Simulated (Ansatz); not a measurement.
Relaxation of BH9Si3 (13 atoms, charge 0, multiplicity 1), to a largest force component of 0.02 eV/Å in at most 50 steps.

Level of theory: UKS r2SCANh-D4/STO-3G (Ansatz 0.2.0).

```xyz
13
Properties=species:S:1:pos:R:3
B -1.966 -0.870 -0.708
Si -0.189 -1.460 -0.614
Si 0.883 -0.250 0.895
Si 0.946 1.907 0.300
H -2.429 -0.400 -1.755
H -2.704 -0.834 0.237
H 0.492 -1.299 -1.918
H -0.137 -2.857 -0.226
H 0.270 -0.389 2.260
H 2.312 -0.712 1.012
H -0.535 2.346 0.237
H 1.537 2.052 -0.992
H 1.541 2.729 1.287
```

Question: Where does it end, and by what steps?

Answer: The forces met the threshold. The force dipped under the threshold on the way, but the program's further checks kept it going. Limits of this set-up: minimal basis. After 10 steps the energy has fallen by 0.486 eV; H6 moved furthest, 0.59 Å.

```
step  energy less start (eV)  largest force component (eV/Å)  accepted
   0                  0.0000                           3.201       yes
   1                 -0.3981                           0.743       yes
   2                 -0.4554                           0.396       yes
   3                 -0.4775                           0.109       yes
   4                 -0.4836                           0.045       yes
   5                 -0.4348                           0.940        no
   6                 -0.4849                           0.012       yes
   7                 -0.4852                           0.059       yes
   8                 -0.4854                           0.029       yes
   9                 -0.4854                           0.046        no
  10                 -0.4856                           0.009       yes
```

```xyz
13
Properties=species:S:1:pos:R:3
B -2.038 -0.910 -0.723
Si -0.199 -1.524 -0.603
Si 0.887 -0.209 0.877
Si 0.924 1.961 0.295
H -2.346 -0.044 -1.448
H -2.878 -1.338 -0.027
H 0.480 -1.432 -1.874
H -0.107 -2.894 -0.157
H 0.266 -0.343 2.174
H 2.241 -0.693 1.024
H -0.414 2.494 0.205
H 1.555 2.146 -0.989
H 1.649 2.750 1.261
```

Time of the run: 74 s on 1 thread of Arm Neoverse V2, on a shared host, peak memory 0.21 GiB.
